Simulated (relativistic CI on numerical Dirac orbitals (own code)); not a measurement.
# Ce47+: computed level list

Calculated at this level of theory: Dirac-Coulomb-Breit CI, KLI orbitals optimised for each configuration, model QED (radiative potential, 1s self-energy scaled to tabulated hydrogen-like ionisation energies), unscaled Slater integrals (own radial code, finite nucleus).

Configurations in the expansion (outside the closed core [Ne]): 3s, 3p, 3d, 4s, 4p, 4d, 4f, 5s, 5p, 5d, 5f, 5g, 6s, 6p, 6d. Levels of other configurations are missing.

The lowest level is 3s 2S_1/2, with 100 % of that term; Hund's rules for 3s give 2S with J = 1/2, in agreement.

```csv
No.,Configuration,Term,J,E (Ry),%,Landé g,jj configuration (%)
1,3s,2S,1/2,0.000,100,1.992,3s (100)
2,3p,2P°,1/2,8.157,100,0.655,3p1/2 (100)
3,3p,2P°,3/2,16.961,100,1.326,3p3/2 (100)
4,3d,2D,3/2,27.139,100,0.792,3d3/2 (100)
5,3d,2D,5/2,29.131,100,1.193,3d5/2 (100)
6,4s,2S,1/2,132.697,100,1.996,4s (100)
7,4p,2P°,1/2,136.071,100,0.660,4p1/2 (100)
8,4p,2P°,3/2,139.659,100,1.330,4p3/2 (100)
9,4d,2D,3/2,143.514,100,0.795,4d3/2 (100)
10,4d,2D,5/2,144.378,100,1.196,4d5/2 (100)
11,4f,2F°,5/2,146.423,100,0.853,4f5/2 (100)
12,4f,2F°,7/2,146.795,100,1.139,4f7/2 (100)
13,5s,2S,1/2,191.710,100,1.999,5s (100)
14,5p,2P°,1/2,193.407,100,0.662,5p1/2 (100)
15,5p,2P°,3/2,195.210,100,1.331,5p3/2 (100)
16,5d,2D,3/2,197.096,100,0.797,5d3/2 (100)
17,5d,2D,5/2,197.542,100,1.198,5d5/2 (100)
18,5f,2F°,5/2,198.553,100,0.854,5f5/2 (100)
19,5f,2F°,7/2,198.744,100,1.141,5f7/2 (100)
20,5g,2G,7/2,198.880,100,0.886,5g7/2 (100)
21,5g,2G,9/2,198.994,100,1.109,5g9/2 (100)
22,6s,2S,1/2,223.007,100,2.000,6s (100)
23,6p,2P°,1/2,223.976,100,0.663,6p1/2 (100)
24,6p,2P°,3/2,225.007,100,1.332,6p3/2 (100)
25,6d,2D,3/2,226.071,100,0.798,6d3/2 (100)
26,6d,2D,5/2,226.330,100,1.199,6d5/2 (100)
```

Energies count from the lowest computed level; ° marks odd parity. Filled j subshells are mostly left out of the jj labels.

The mean weight of the leading LS term, summed over parents, in these 26 levels is 100 %, and that of the leading jj configuration (from the same eigenvectors) 100 %.

At this charge energies of transitions that change n are usually good to better than 1 %, and those within a shell (Δn = 0) to a few per cent.
